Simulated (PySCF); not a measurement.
Ge(OH)(SiH3)3, SMILES [OH][Ge]([SiH3])([SiH3])[SiH3] (H10GeOSi3), GFN2-xTB optimised geometry.

```
15

O      1.05     0.99    -3.31
Ge     0.38     0.17    -1.83
Si    -1.90     0.56    -2.33
Si     1.28     1.42     0.00
Si     1.19    -2.07    -1.97
H      1.99     1.01    -3.42
H     -2.21     1.99    -2.41
H     -2.32    -0.06    -3.59
H     -2.75     0.00    -1.27
H      2.75     1.42     0.00
H      0.85     0.82     1.26
H      0.85     2.82     0.00
H      0.70    -2.79    -3.15
H      2.66    -2.11    -2.03
H      0.79    -2.82    -0.78
```

Density from PySCF with B3LYP/def2-TZVP at that geometry.

Minimum of the electron density along straight lines between bonded atoms, close to the bond critical point (lines longer than 1.1 times the sum of covalent radii, or with two minima, are not listed):

```tsv
bond	length / Å	ρ at the minimum / e bohr⁻³	∇²ρ there / e bohr⁻⁵	position (fraction from the first atom)
O1–Ge2	1.812	0.131	0.56	0.53
Ge2–Si3	2.369	0.092	-0.15	0.55
Ge2–Si4	2.386	0.090	-0.14	0.53
Ge2–Si5	2.387	0.090	-0.14	0.53
O1–H6	0.954	0.366	-2.46	0.80
Si3–H7	1.465	0.124	0.18	0.49
Si3–H8	1.465	0.124	0.19	0.49
Si3–H9	1.469	0.122	0.18	0.49
Si4–H10	1.469	0.122	0.18	0.49
Si4–H11	1.464	0.123	0.19	0.49
Si4–H12	1.465	0.124	0.19	0.49
Si5–H13	1.465	0.124	0.19	0.49
Si5–H14	1.470	0.122	0.18	0.49
Si5–H15	1.464	0.123	0.19	0.49
```
